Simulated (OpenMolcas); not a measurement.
neutral tellurium: effect of the active space

```
Program             : OpenMolcas
Method              : CASSCF
Basis               : ANO-RCC-MB
Scalar Hamiltonian  : DKH2, point nucleus
Spin-orbit coupling : state interaction with AMFI integrals over the reference wave functions, term energies averaged over their components
```

A. 4 electrons in 3 orbitals (5p); 2S+1 = 3 even, 3 roots; 2S+1 = 1 even, 6 roots; cost about 1.4 core-seconds
B. 6 electrons in 4 orbitals (5s 5p); 2S+1 = 3 even, 3 roots; 2S+1 = 1 even, 6 roots; 2S+1 = 3 odd, 3 roots (0 in the spin-orbit step); cost of the order of 5 core-seconds

Energies in cm-1 above 5s2 5p4 3P2, the measured ground level; measured values from NIST Handbook of Basic Atomic Spectroscopic Data.

| Level | A | B | Measured |
| --- | --- | --- | --- |
| 5s2 5p4 3P2 | 0.0 | 0.0 | 0.0 |
| 5s2 5p4 3P1 | 4212 | 4211 | 4751 |
| 5s2 5p4 3P0 | 4766 | 4426 | 4706 |
| 5s2 5p4 1D2 | 12360 | 12359 | 10558 |
| 5s2 5p4 1S0 | 27159 | 22196 | 23198 |

Deviations, from unrounded energies. A percentage is the sum of absolute deviations over the sum of measured energies, with the sign that they share, or ± where signs differ.

```
                        Against measurement  Levels      A     B
             mean absolute deviation (cm-1)       4   1600   910
      fine structure of the ground term (%)       2   ±6.3  -8.7
other terms of the ground configuration (%)       2  +17.1  ±8.3
```

B lies closest to measurement on these levels. The largest miss of B in the table is 5s2 5p4 1D2, by +1800 cm-1. The ranking rests on the paired levels alone, and a cruder setting can come out closer through cancelling errors.

Between A and B the level of the table that moves most is 5s2 5p4 1S0, by 5000 cm-1 (lowest in B, highest in A).

With the s shell closed, the reference lacks s² → p² mixing (holds for A). Some high roots are left out of the spin-orbit mixing, which shifts the levels that they would mix with (holds for B). Computed and measured levels are paired by configuration, term and J; levels that our copy of the source lacks, or whose pairing is in doubt (as where it misses far off the trend of its configuration), stay unpaired and out of the deviations. Only configurations of the active space appear.
